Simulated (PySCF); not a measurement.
BiF₂, SMILES [F][Bi][F], multiplicity 2. Geometry: PBE-D3(BJ)/def2-TZVP. The multiplicity is an assumed one; other spin states were not compared. The isomer is the one that the SMILES or the coordinates give; other isomers of the formula were not compared. The def2 effective core potentials stand for the cores of Bi; spin–orbit coupling is left out.

Method: PBE-D3(BJ)/def2-TZVP (PySCF).

Harmonic wavenumbers (cm⁻¹): 159, 533, 549. Rotational constants (GHz): 8.598, 5.748, 3.445; symmetry number 2.

Work out the zero-point energy and the ideal-gas rigid-rotor harmonic-oscillator thermochemistry at 298.15 K and 1 atm.

ZPE = ½ Σ hcν = ½ × 1242 cm⁻¹ = 7.43 kJ/mol. H − E(el) = 20.02 kJ/mol. Entropy in J/(mol K): translation 177.46, rotation 99.04, vibration 15.43, spin 5.76, total 297.69. G − E(el) = -68.74 kJ/mol. Cp = 50.87 J/(mol K).
